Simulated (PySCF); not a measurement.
Isomers C6H10N4Si:

A. `Cc1nn([SiH](C)C)nc1C#N`
B. `C[Si](C)(C)n1ncc(C#N)n1`
C. `InChI=1S/C6H10N4Si/c1-11(2,3)6-5(4-7)8-10-9-6/h1-3H3,(H,8,9,10)`

Spectrum 1. 1H NMR (300 MHz, computed): δ 8.20 (s, 1H), 0.58 (s, 9H). 13C{1H} NMR (computed): δ 148.3 (CH), 128.3 (C), 117.9 (C), 0.3 (CH3).

Spectrum 2. 1H NMR (300 MHz, computed): δ 5.38 (sept, 1H), 2.69 (s, 3H), 0.73 (d, 6H). 13C{1H} NMR (computed): δ 158.6 (C), 129.9 (C), 118.0 (C), 12.7 (CH3), -1.8 (CH3).

Spectrum 3. 1H NMR (300 MHz, computed): δ 11.00 (br s, 1H), 0.49 (s, 9H). 13C{1H} NMR (computed): δ 152.7 (C), 131.2 (C), 119.6 (C), -1.8 (CH3).

- coordinates at the GFN2-xTB level
- NMR shieldings at PBE0/pcSseg-1/GIAO
- code: PySCF 2.14
- non-relativistic, rapidly exchanging positions averaged, no solvent, a single conformation

δ = σ(ref) − σ, references computed at the same level: 1H (σref 31.72), 13C (σref 186.93) vs TMS. Where no couplings were computed, multiplicities follow the n + 1 count of equivalent neighbours, and m marks all less simple cases (inequivalent or close neighbours, rings, F or P nearby). Shifts are as computed. Against solution values, carbons near 30 ppm lie about +3 ppm off and those near 130 ppm about +5 ppm. Of 1211 compounds with measured shifts, 218 miss one by over three times the rms of a fit or turn the order of signals round; such compounds aren't used in these exercises. OH and NH positions are gas-phase values without hydrogen bonding to other molecules.

Which spectrum belongs to which compound?

Results:

1–B, 2–A, 3–C.

- Spectrum 1 (B): 4 13C signals; δC 148.3 is an aromatic CH next to a ring nitrogen; δC 117.9 is a nitrile carbon.
- Spectrum 2 (A): 5 13C signals; δC 118.0 is a nitrile carbon; δC 12.7 is a methyl carbon on an aromatic ring.
- Spectrum 3 (C): 4 13C signals; δC 119.6 is a nitrile carbon; δC -1.8 is a methyl carbon bonded to Si.
